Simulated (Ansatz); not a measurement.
Ansatz (an electronic-structure program) job for C3H2F3, SMILES C=[C]C(F)(F)F, multiplicity 2, PBE0/def2-SVPD. Geometry: PBE-D3(BJ)/def2-SVP. The isomer is the one that the SMILES or the coordinates give; other isomers of the formula were not compared.

Ansatz 0.2 input:
```yaml
crystal:
  periodic: [false, false, false]
  atoms:
    - {symbol: C, position_ang: [-0.06832018, -2.22912220, 0.00000000]}
    - {symbol: C, position_ang: [-0.56015588, -1.00643583, 0.00000000]}
    - {symbol: C, position_ang: [-0.04033617, 0.38029538, 0.00000000]}
    - {symbol: F, position_ang: [-0.45511986, 1.06042277, -1.09157533]}
    - {symbol: F, position_ang: [-0.45511986, 1.06042278, 1.09157533]}
    - {symbol: F, position_ang: [1.32135745, 0.39688013, -0.00000000]}
    - {symbol: H, position_ang: [-0.71501358, -3.12412762, -0.00000000]}
    - {symbol: H, position_ang: [1.02782737, -2.40382759, 0.00000000]}
basis:
  gaussian:
    orbitals: def2-SVPD
hamiltonian:
  xc: {name: PBE0}
magnetization: {spin_polarized: true, initial_magnetization: 1}
```

Program output:

```
WARN ansatz: RAYON_NUM_THREADS=1 ignored (pool sized by the plan → 1); use --threads N
Functional definition: PBE0
integrals: 0.07 GiB planned
1190 factors; their error is unknown
mean field: 0.81 GiB planned
mean field evaluation 1: about -11267.7584 eV, gradient 3.4e1 eV
mean field evaluation 2: about -11265.1008 eV, gradient 4.4e1 eV
mean field evaluation 4: about -11272.0830 eV, gradient 2.0e0 eV
mean field evaluation 8: about -11272.1070 eV, gradient 1.6e-1 eV
mean field evaluation 16: about -11272.1345 eV, gradient 5.5e-4 eV
mean field -11272.13452736 eV, -414.2433033534 hartree, gradient 7.1e-5 eV, S^2 0.767362; 0 other end points of the search recorded, 0 dependent functions left out
reference -11272.13456206 eV, -414.2433046286 hartree; 24, 23 occupied and 121, 122 virtual orbitals, 1190 factors
Total energy: -11272.13456206 eV, -414.2433046286 hartree
```

Self-consistency was reached.
